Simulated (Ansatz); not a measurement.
Species: RbF (charge +1, doublet). 
Structure (B3LYP-D3(BJ)/def2-TZVP (Ansatz, a program for electronic structure) minimum search):
```
Rb
F 1 3.4570
```
Charge +1, spin multiplicity 2.

Parts of the frozen-core correlation energy in def2-SVP (Ansatz, hartree). Frozen orbitals: 5; correlated occupied orbitals by spin: 4 and 3; virtual: 29 and 30. Open shells are spin-unrestricted. Spin-orbit coupling is left out. Past Kr the def2 sets carry scalar-relativistic core potentials.

```tsv
term	value
reference (HF)	-122.94993
MP2 opposite-spin	?
MP2 same-spin	?
CCSD correlation	?
(T)	-0.00097
CCSDT minus CCSD(T)	-0.00011
CCSDT(Q) minus CCSD(T)	-0.00020
T1 diagnostic	0.005
largest doubles amplitude	0.046
<S^2> of the reference	0.753
```

Q: What belongs in the gaps?

A: 
- MP2 opposite-spin, value: -0.10341
- MP2 same-spin, value: -0.03559
- CCSD correlation, value: -0.15037
